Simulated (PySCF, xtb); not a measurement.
CH2N, SMILES C=[N], multiplicity 2.

Harmonic wavenumbers (cm⁻¹) from GFN2-xTB (xtb) at its own minimum, in rising order: 851, 938, 1295, 1853, 2779, 2845.

Question: What does PySCF with B3LYP-D3(BJ)/def2-TZVPD give at its own minimum? (The exact figures need the calculation; the answer reports its results.)

Answer: 934, 994, 1376, 1724, 2963, 3017. Paired by order, the mean absolute difference is 117 cm⁻¹ and the zero-point energies are 15.1 and 15.7 kcal/mol.
